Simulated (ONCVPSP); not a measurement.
# What one change does to a pseudopotential (germanium (Ge), ONCV)

germanium (Ge), optimised norm-conserving Vanderbilt (ONCV), made with ONCVPSP 4.0.1 (PBE, scalar-relativistic). Core [Ar] 3d10, reference 4s2 4p2. Waves: 4s: rc 1.70 bohr, ncon 4, nbas 9, qcut 4 1/bohr, 2 projectors, debl 0.9 Ha; 4p: rc 2.20 bohr, ncon 4, nbas 7, qcut 3.1 1/bohr, 2 projectors, debl 1 Ha. Local part: polynomial inside 1.35 bohr (lpopt 5, dvloc0 1 Ha). Core correction: polynomial model core, fcfact 0.7.

Change: s: rc 2.44.

Cutoffs: the cutoffs (Ha) at which the residual kinetic energy of the hardest occupied pseudo-wave falls to 1 and 0.1 mHa per electron; they do not see the model core or the augmentation charge, which bear on the density cutoff. Errors are all-electron minus pseudo energies relative to the spin-unpolarised reference configuration.

Task: Predict the effect on cutoff, ghosts and configuration errors.

Result: The potential gets softer (8.4 Ha and 47 Ha → 5.7 Ha and 23 Ha); of the 4 tests that both files solve, the error grows in 1 and shrinks in 1 by more than 15 % and 0.3 meV (median size 30.6 → 25.1 meV); neither file shows a bound ghost. A larger radius leaves more room for a smooth pseudo-wave, so fewer plane waves are needed.

```csv
quantity,base,changed
"cutoff, loose",8.4 Ha,5.7 Ha
"cutoff, tight",47 Ha,23 Ha
loose cutoff by channel,"s 8.4 Ha, p 3.0 Ha","s 5.7 Ha, p 3.0 Ha"
bound ghosts,none,none
GHOST(+) flags under 300 eV,s at 98.5 eV,s at 75.6 eV
"error for 4s2 4p1, meV [ΔE 7.44 eV]",-6.8,-5.9
"error for 4s2 4p0, meV [ΔE 22.88 eV]",-54,-44
"error for 4s1 4p0, meV [ΔE 57.68 eV]",-283,-329
"error for 4s2 4p1.5, meV [ΔE 2.80 eV]",-1.2,-1.1
p: phases at 2.23 bohr within 0.05 rad from the reference energy up to (Ha; the scan ends near 5),2.7,2.7
"rms error of d²Exc/dni dnj with the model core, mHa",0.28,0.56
```
